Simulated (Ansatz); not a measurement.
A search over several starts for the lowest SCF solution of the cluster K₂Na₂ at the given spin, in a small basis.

```yaml
crystal:
  periodic: [false, false, false]
  atoms:
    - {symbol: Na, position_ang: [0.027653, 2.032242, -2.781719]}
    - {symbol: Na, position_ang: [1.172919, -0.536841, -0.772572]}
    - {symbol: K, position_ang: [0.428048, -2.437274, 2.745852]}
    - {symbol: K, position_ang: [-1.628619, 0.941873, 0.808429]}
basis:
  gaussian: {orbitals: def2-SVP}
magnetization: {spin_polarized: true, initial_magnetization: 0}
hamiltonian: {xc: pbe0}
output: {orbitals: {seedname: orbitals}}
```

```sh
$ ansatz run in.yaml --threads 4 --pin off --events-out ev --progress --plain --max-ram 3916MiB
```

Shortened log:

```
Functional definition: PBE0
726 factors; integrals over basis functions are off by at most 5.5e-4 eV
mean field evaluation 1: about -41459.2434 eV, gradient 5.1e0 eV
mean field evaluation 2: about -41459.2420 eV, gradient 4.9e0 eV
mean field evaluation 4: about -41459.5993 eV, gradient 4.7e-1 eV
mean field evaluation 8: about -41459.6579 eV, gradient 5.1e-2 eV
mean field evaluation 16: about -41459.6580 eV, gradient 1.2e-4 eV
mean field evaluation 32: about -41459.6672 eV, gradient 3.5e-5 eV
mean field evaluation 64: about -41459.5738 eV, gradient 6.1e-1 eV
mean field -41459.66717120 eV, -1523.6146661700 hartree, gradient 7.7e-6 eV, S^2 0.275896; 11 other end points of the search recorded, 0 dependent functions left out
reference -41459.66720828 eV, -1523.6146675326 hartree; 30, 30 occupied and 48, 48 virtual orbitals, 726 factors
Total energy: -41459.66720828 eV, -1523.6146675326 hartree
```

Run time 9.5 s (4 threads of Arm Neoverse V2 on a shared host).

Other converged states that the search met: 0.01 eV higher (⟨S²⟩ = 0.00).

The unrestricted singlet has broken spin symmetry (⟨S²⟩ up to 0.28). The structure comes from a short search, and lower isomers may exist.
